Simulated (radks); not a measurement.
The erbium ion Er8+, 60 electrons, occupied as [Kr] 4d10 4f10 5s2 5p2.

All-electron calculation, scalar-relativistic Kohn-Sham, LB94 model potential, spin-polarised, spherical densities, finite nucleus; open shells are filled with parallel spins first (spin-orbit coupling, left out, can overturn this in heavy ions); Fermi nuclear charge, rms radius 5.2516 fm. Program: a radial shooting solver on a logarithmic mesh with Libxc functionals.

Energy parts (Ry):
kinetic: 28404.6834
electron-nucleus: -63648.8150
Hartree: 9657.3047
(The LB94 potential has no energy functional, so no total or exchange-correlation energy is given.)

Orbitals (lengths in bohr, moments of r in powers of bohr; r(90%) holds 90 % of the orbital's charge):
orbital  occ.  eigenvalue (Ry)  r(90%)
1s up       1        -4241.952  0.0369
1s down     1        -4241.951  0.0369
2s up       1        -722.4535   0.134
2s down     1        -722.4485   0.134
2p up       3        -640.7041   0.125
2p down     3        -640.6930   0.125
3s up       1        -170.4652   0.330
3s down     1        -170.4566   0.329
3p up       3        -145.5544   0.335
3p down     3        -145.5417   0.335
3d up       5        -114.2684   0.316
3d down     5        -114.2604   0.316
4s up       1        -41.81953   0.729
4s down     1        -41.57995   0.730
4p up       3        -33.63959   0.781
4p down     3        -33.41165   0.783
4d up       5        -22.64959   0.867
4d down     5        -22.43940   0.869
5s up       1        -13.22581    1.61
5s down     1        -13.08755    1.61
5p up       2        -10.93418    1.80
5p down     0        -10.78674    1.80
4f up       7        -10.49695    1.12
4f down     3        -10.31608    1.13
5d up       0         -7.93453    2.18
5d down     0         -7.78482    2.19
6s up       0         -6.53504    2.99
6s down     0         -6.43952    3.01

The highest occupied level is 4f down at -140.36 eV. The configuration is held as typed, so some empty levels lie below it. The density falls to 0.001 e/bohr^3 at r = 2.51 bohr. For comparison, the ionisation energy in NIST's Atomic Spectra Database is 158 eV (theoretical). In exact Kohn-Sham theory the highest level is minus the ionisation energy, but local and semilocal functionals leave it too shallow, through self-interaction and a potential that decays too fast; potentials with the right tail come closer. Spin moment in Bohr magnetons: 6. Summed over all electrons, <r^2> = 19.71 bohr^2, which gives a Langevin (diamagnetic) susceptibility term of -15.6 x 10^-6 cm^3/mol. The electron density at the nucleus is 9.202e+05 e/bohr^3 (large components only).
